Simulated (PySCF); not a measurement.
SMILES C[S+](C)C (C₃H₉S (cation, charge +1)) (B3LYP/def2-SVP optimised geometry):

```
13

C     -0.758    -1.128    -1.696
S     -0.353    -0.619     0.000
C     -0.758     1.152     0.000
C      1.464    -0.619     0.000
H     -0.243    -0.488    -2.426
H     -1.849    -1.055    -1.802
H     -0.450    -2.178    -1.800
H     -0.248     1.665    -0.826
H     -0.445     1.554     0.974
H     -1.850     1.232    -0.095
H      1.850    -0.004    -0.824
H      1.786    -0.228     0.975
H      1.786    -1.665    -0.099
```

Calculation: B3LYP/def2-TZVP in PySCF.

What are the frontier orbital energies?

HOMO-2 -15.77 eV, HOMO-1 -15.77 eV, HOMO -14.00 eV, LUMO -4.99 eV, LUMO+1 -4.99 eV.

On the same geometry PBE/def2-TZVP run with PySCF gives HOMO-2 -14.61 eV, HOMO-1 -14.60 eV, HOMO -12.92 eV, LUMO -5.82 eV, LUMO+1 -5.82 eV.

Meta-Löwdin charges at B3LYP/def2-TZVP: C1 -0.40, S2 0.71, C3 -0.40, C4 -0.40, H5 0.15, H6 0.17, H7 0.17, H8 0.15, H9 0.17, H10 0.17, H11 0.15, H12 0.17, H13 0.17.
